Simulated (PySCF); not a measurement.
Electron affinity of Bi by level of theory

Bi⁻ [Xe] 4f14 5d10 6s2 6p4 (3P) → Bi [Xe] 4f14 5d10 6s2 6p3 (4S), as a difference of total energies. Calculation: PySCF 2.14, in aug-cc-pwCVTZ-PP with ECP60MDF; a scalar-relativistic core potential. Correlated levels: valence: 5s2 5p6 5d10 frozen; valence and next inner shell: nothing frozen outside the core potential. The calculations carry no spin-orbit coupling.

```csv
method,electron affinity (eV),difference from reference (eV)
UHF,-0.185,-1.127
LDA,1.137,+0.195
PBE,0.891,-0.051
PBE0,0.802,-0.140
r2SCAN,0.798,-0.144
PBEsol,0.872,-0.070
wB97X-V,0.884,-0.058
B97-3,0.840,-0.102
M06-2X,0.500,-0.442
MP2 (valence),0.508,-0.434
SCS-MP2 (valence),0.564,-0.378
MP2 (valence and next inner shell),0.575,-0.367
SCS-MP2 (valence and next inner shell),0.594,-0.348
```

Reference: 0.942 eV (measured; photodetachment measurements, as compiled on the Wikipedia data page of electron affinities).

Spin-orbit coupling is strong in these open shells (close to jj coupling). The scalar numbers leave it out and a first-order estimate fails, so it can dominate the gap to the real levels.

Errors of the correlated levels include the incompleteness of this basis and the frozen core.

A negative affinity means that the anion lies above the atom at that level of theory.

In the anion the highest occupied orbital energy is positive at LDA, PBE, PBE0, r2SCAN, PBEsol, B97-3, M06-2X, a self-interaction effect; the basis confines that electron, and the energy difference can still be sensible.
